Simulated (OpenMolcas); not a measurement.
Mo4+: moving or changing the point charges

Mo4+ among 3 point charges of -2 e arranged as a planar triangle (D3h), 2.19 Å from the ion.
```
   2.1900    0.0000    0.0000  -2.00
  -1.0950    1.8966    0.0000  -2.00
  -1.0950   -1.8966    0.0000  -2.00
```

* Program: OpenMolcas 26.06
* Method: SS-CASPT2, IPEA 0.25 Eh, imaginary shift 0.1 Eh (closed shells correlated: 4s 4p)
* Basis: ANO-RCC-VTZP [7s6p4d2f1g]
* Scalar Hamiltonian: DKH2, point nucleus
* Active space: 2 electrons in 5 orbitals (4d)
* State averaging: 2S+1 = 3 even, 10 roots; 2S+1 = 1 even, 15 roots
* Spin-orbit coupling: state interaction with AMFI integrals over the reference wave functions

Runs around this geometry, states (labels of D3, the rotations of D3h). Energies in cm-1 above the lowest state or level, χT in cm3 K/mol.

```json
{"R (Å)": "2.19", "q (e)": "-1.3", "Ground state": "3A2", "First state of that spin": "3E 490", "First gap with spin-orbit (degeneracies)": "590 (1, 2)", "χT at 300 K": "0.135", "First state of another spin": "1E 8810"}
{"R (Å)": "2", "q (e)": "-2", "Ground state": "3E", "First state of that spin": "3A2 580", "First gap with spin-orbit (degeneracies)": "730 (1, 2)", "χT at 300 K": "0.094", "First state of another spin": "1A1 8360"}
{"R (Å)": "2.19", "q (e)": "-2", "Ground state": "3E", "First state of that spin": "3A2 51", "First gap with spin-orbit (degeneracies)": "680 (1, 2)", "χT at 300 K": "0.100", "First state of another spin": "1E 9010"}
{"R (Å)": "2.41", "q (e)": "-2", "Ground state": "3A2", "First state of that spin": "3E 160", "First gap with spin-orbit (degeneracies)": "630 (1, 2)", "χT at 300 K": "0.123", "First state of another spin": "1E 8760"}
```

The ground state changes within this set.

Roots that are degenerate in the reference are averaged as groups; the widest CASPT2 spread within a group is 140 cm-1 (the 2-fold group of multiplicity 3 near 9460 cm-1 above the lowest state of its run, R = 2, q = -2). Shifts and gaps below about the spread of the groups concerned are not significant. Free-ion shares, where given, are those of the reference states; single-state CASPT2 does not remix them. Spin-orbit coupling mixes the spin-free states strongly: the lowest level takes only 50 % from its leading state, 3E, which lies 489 cm-1 above the lowest spin-free state (figures for R = 2.19, q = -1.3; the like holds for R = 2, q = -2, R = 2.19, q = -2, R = 2.41, q = -2). An orbital doublet at a regular site is open to a Jahn-Teller distortion, which this geometry leaves out (holds for R = 2, q = -2; R = 2.19, q = -2). This is an electrostatic model: the charges have no orbitals. No measured value stands beside these numbers.
